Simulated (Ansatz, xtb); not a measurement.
**Relative energy of two isomers of C3H3ClN2O**

We compare I, `On1cncc1Cl`, a singlet, with II, `On1cnc(Cl)c1`, a singlet. Both are isolated molecules in the gas phase, relaxed with PBE0-D3(BJ)/def2-SVP; the shapes shown needn't be the lowest conformers.

I (Å):

```yaml
atoms:
  - { symbol: C, position_ang: [1.6307, -0.8639, -0.9042] }
  - { symbol: C, position_ang: [1.4701, 1.2056, -0.3553] }
  - { symbol: C, position_ang: [0.5995, 0.5289, 0.4659] }
  - { symbol: Cl, position_ang: [-0.4791, 1.0155, 1.6860] }
  - { symbol: N, position_ang: [0.7057, -0.7893, 0.0895] }
  - { symbol: N, position_ang: [2.0984, 0.3256, -1.1886] }
  - { symbol: O, position_ang: [0.0983, -1.8324, 0.6927] }
  - { symbol: H, position_ang: [-0.8132, -1.8387, 0.3641] }
  - { symbol: H, position_ang: [1.9095, -1.8152, -1.3561] }
  - { symbol: H, position_ang: [1.6623, 2.2767, -0.3754] }
```

II (Å):

```yaml
atoms:
  - { symbol: C, position_ang: [1.0167, -0.5686, 1.0955] }
  - { symbol: C, position_ang: [1.2259, 1.2279, -0.0191] }
  - { symbol: C, position_ang: [0.7074, 0.3183, -0.9145] }
  - { symbol: Cl, position_ang: [1.6093, 2.8660, -0.3476] }
  - { symbol: N, position_ang: [0.5964, -0.8264, -0.1672] }
  - { symbol: N, position_ang: [1.4110, 0.6792, 1.2038] }
  - { symbol: O, position_ang: [0.0625, -1.9940, -0.5958] }
  - { symbol: H, position_ang: [0.7938, -2.4921, -0.9897] }
  - { symbol: H, position_ang: [1.0033, -1.3271, 1.8772] }
  - { symbol: H, position_ang: [0.4105, 0.3755, -1.9568] }
```

Estimate which is lower in electronic energy at CCSD(T)/def2-SVP + ΔMP2/def2-TZVPP, and by roughly how much.

The CCSD(T)/def2-SVP + ΔMP2/def2-TZVPP calculation puts structure II lower, by 2.3 kcal/mol.

The same difference at several levels:

```csv
level,geometry,E(II) − E(I) (kcal/mol),departure from the last row (kcal/mol),"job, with rough time for the two"
PBE0-D3(BJ)/def2-SVP,PBE0-D3(BJ)/def2-SVP,−2.3,−0.1,"optimisation, 1.8 min"
HF/def2-SVP,PBE0-D3(BJ)/def2-SVP,−2.6,−0.3,part of the CCSD(T) run
MP2/def2-SVP,PBE0-D3(BJ)/def2-SVP,−2.5,−0.2,part of the CCSD(T) run
CCSD(T)/def2-SVP,PBE0-D3(BJ)/def2-SVP,−2.4,−0.1,single point
CCSD(T)/def2-SVP + ΔMP2/def2-TZVPP,PBE0-D3(BJ)/def2-SVP,−2.3,,"single point, 69 s"
```

As drawn, both hold the same kinds of bond in the same numbers.

The levels shown agree on the order. The largest departure from CCSD(T)/def2-SVP + ΔMP2/def2-TZVPP is that of HF/def2-SVP, 0.3 kcal/mol. No reliable frequencies are at hand for I, so it isn't confirmed as a minimum. Levels run at GFN2-xTB geometries aren't shown. The last row adds to CCSD(T) the change of the MP2 difference between the two basis sets, here +0.1 kcal/mol.

The correlated steps freeze 11 core orbitals. Run with Ansatz 0.2.0, xtb 6.7.1; the last row on 2 threads of Arm Neoverse V2 on a shared host.
